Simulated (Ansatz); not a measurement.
Molecule: sum formula SOF, net charge 0, doublet state. It need not be the lowest isomer of its formula. 
Coordinates optimised at B3LYP-D3(BJ)/def2-TZVP (Ansatz, an electronic-structure program):
SMILES: O=[S]F
```xyz
3

O     -1.2135    -0.4937     0.0699
S     -0.1129     0.4581    -0.0167
F      1.2793    -0.3756    -0.0325
```
Charge 0, spin multiplicity 2.

Basis-set convergence of Hartree-Fock and CCSD correlation energies (hartree) with Ansatz. Valence correlation only, unless marked. UHF or UKS for open shells. No spin-orbit coupling. Non-relativistic.

```csv
basis,functions,E(HF),"E(corr, CCSD)"
cc-pV(D+d)Z,51,-571.78092,-0.50898
cc-pV(T+d)Z,99,-571.87671,-0.65785
cc-pV(Q+d)Z,174,-571.89772,-0.71017
```

Extrapolating the two largest sets (X = 3 and 4) as X^-3: E(corr) = (64·(-0.71017) - 27·(-0.65785))/37 = -0.7483 Eh, an estimate of the basis-set limit. The largest set recovers 94.9 % of it, the smallest 68.0 %.
